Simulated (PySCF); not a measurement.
**H₂AlS, SMILES `[AlH][SH]` (H–Al–S–H torsion 180°) (charge 0, multiplicity 2)**

Method: r2SCAN-D4/def2-TZVP run with PySCF.

The highest occupied spin orbital is -5.19 eV. The dipole moment is 1.42 D, the total energy is -17463.74 eV and the cost is about 3 core-minutes (a rough figure).

```xyz
4

Al     0.7914    -0.2503     0.5013
S     -1.0440     0.2781    -0.5872
H      2.1329     0.0647    -0.3087
H     -1.8813    -0.1213     0.3854
```
Charge 0, spin multiplicity 2.
